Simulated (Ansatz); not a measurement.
System: YOBr, charge 0, multiplicity 1. SMILES: [Br][Y]=[O]
Structure (B3LYP-D3(BJ)/def2-TZVP (Ansatz, a first-principles code) minimum search):
```
Y
O 1 1.8091
Br 1 2.6836 2 119.43
```

Property: vertical ionisation energy to the doublet, in eV. Set-up: def2 sets with scalar-relativistic core potentials past Kr; six Cartesian d functions in 6-31G* and its kin unless marked 5d; no dispersion term unless named; open shells spin-unrestricted; no spin-orbit coupling; STO-3G and 3-21G all-electron and non-relativistic; each state is the SCF solution reached for its charge and spin; valence correlation only (noble-gas shells and the d and f shells of earlier blocks); LANL2DZ with its own core potentials from Na on. First-principles rows: single points at B3LYP-D3(BJ) geometries (Ansatz).

```tsv
level	program	vertical ionisation energy to the doublet (eV)
HF/6-31G* with LANL2DZ past Ar	Ansatz	7.74
PBE/6-31G* with LANL2DZ past Ar	Ansatz	9.03
B3LYP/STO-3G	Ansatz	5.76
B3LYP/3-21G	Ansatz	8.74
B3LYP/6-31G* with LANL2DZ past Ar	Ansatz	9.23
MP2/6-31G* with LANL2DZ past Ar	Ansatz	9.98
PBE/def2-TZVPD	Ansatz	8.90
B3LYP/def2-TZVPD	Ansatz	9.11
```

No value to compare with is used here. The 6 habitual levels span 5.76 (B3LYP/STO-3G) to 9.98 eV (MP2/6-31G* with LANL2DZ past Ar); PBE/def2-TZVPD gives 8.90.

The levels are drawn from those run, B3LYP/6-31G* more often than the rest, none by its result; left out are runs that failed, that the program found above a lower state of the same kind, or whose <S^2> lies over 0.5 above the pure value.
